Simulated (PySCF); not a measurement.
Orbital picture of TeO

B3LYP at R = 1.846 Å; basis Te x2c-SVPall, O x2c-SVPall; spin-free X2C with a Gaussian nucleus; PySCF 2.14. State: ³Σ⁻ (triplet), unpaired electrons π ↑↑. Only the outer orbitals are listed, counted within each symmetry.

```
spin  orbital  occ.  ε (eV)  on Te (%)          main shells (%)
   α      11σ     1  -26.16         14           83 O s, 9 Te s
   α      12σ     1  -16.84         84          82 Te s, 10 O s
   α       6π     1  -10.31         25          75 O p, 24 Te p
   α       6π     1  -10.31         25          75 O p, 24 Te p
   α      13σ     1  -10.31         35          61 O p, 28 Te p
   α       7π     1   -6.60         78          76 Te p, 22 O p
   α       7π     1   -6.60         78          76 Te p, 22 O p
   α      14σ     0   -1.06         85  72 Te p, 19 O p, 9 Te d
   α      15σ     0    4.42        101                 102 Te s
   α       3δ     0    7.88        100                 100 Te d
   β      11σ     1  -24.77         18          79 O s, 11 Te s
   β      12σ     1  -15.63         80          79 Te s, 13 O s
   β      13σ     1   -9.63         37          59 O p, 29 Te p
   β       6π     1   -8.40         42          58 O p, 40 Te p
   β       6π     1   -8.40         42          58 O p, 40 Te p
   β       7π     0   -3.60         63          61 Te p, 37 O p
   β       7π     0   -3.60         63          61 Te p, 37 O p
   β      14σ     0   -0.53         83  69 Te p, 20 O p, 9 Te d
```

Task: Which are the highest filled and the lowest empty level, where do they sit, and how wide is the gap?

Result: Highest filled α 7π at -6.60 eV (in %: 76 Te p, 22 O p); lowest empty β 7π at -3.60 eV (in %: 61 Te p, 37 O p); the gap at B3LYP is 3.00 eV. Both belong to one degenerate shell, split only by its one-sided filling, so this is no excitation gap.

```
bond order (Mayer)                              : 1.91
⟨S²⟩                                            : 2.007
charge on Te (Mulliken, basis-dependent)        : 0.45
charge on Te (Löwdin, basis-dependent)          : 0.38
dipole moment (positive dipole means Te(−)O(+)) : -2.83 D
polarisability along the bond                   : 38.5 bohr³
polarisability across the bond                  : 22.2 bohr³
```

Shares are Mulliken populations and can fall outside 0 to 100 %.

Spin–orbit coupling is left out. The state was picked by a PBE0 search and need not be the measured ground state.
